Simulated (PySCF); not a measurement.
# Levels of Sm⁵¹⁺ from EOM-EA-GCCSD

Reference: closed-shell Sm⁵²⁺, [Ne]; one electron is added. Calculated with PySCF 2.14, two-component X2C-1e with screened spin-orbit coupling, an uncontracted even-tempered set (17 s from 7.7 bohr⁻², ratio 2.6; 13 p from 10 bohr⁻², ratio 2.6; 6 d from 10 bohr⁻², ratio 2.8; 3 f from 230 bohr⁻², ratio 2.8); frozen 1s2; the 48 highest virtual spinors dropped; of the others 44 kept and the rest restored at second order. No Breit or QED terms. Binding energies in eV.

```
level  Koopmans
3s1/2    4658.1
3p1/2    4536.1
3p3/2    4371.0
3d3/2    4218.7
3d5/2    4181.4
```

**Question.** How does correlation move these levels?

**Answer.** 3s1/2: second order 4658.9, EOM-CCSD 4658.9; 3p1/2: second order 4537.1, EOM-CCSD 4537.1; 3p3/2: second order 4371.9, EOM-CCSD 4371.9; 3d3/2: second order 4219.4, EOM-CCSD 4219.4; 3d5/2: second order 4182.0, EOM-CCSD 4182.0.

For comparison, the ionisation energy of Sm⁵¹⁺ is 4655 ± 4 eV (theoretical estimate listed by NIST; NIST Atomic Spectra Database, ionization energies).

Only part of the computed levels is shown.
